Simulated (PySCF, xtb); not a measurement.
CrO2Cl, SMILES [O]=[Cr+](=[O])[Cl], charge +1, multiplicity 1.

GFN2-xTB in xtb at its own geometry gives an orbital gap of 0.63 eV.

Geometry: B3LYP-D3(BJ)/def2-SVP. The spin state was assumed, not searched. The isomer is the one that the SMILES or the coordinates give; other isomers of the formula were not compared.

### Question
What does ωB97X/def2-TZVPD in PySCF give? (Estimate from the structure and the level; the computed values follow.)

### Answer
gap 8.40 eV (levels -18.30 and -9.90 eV).
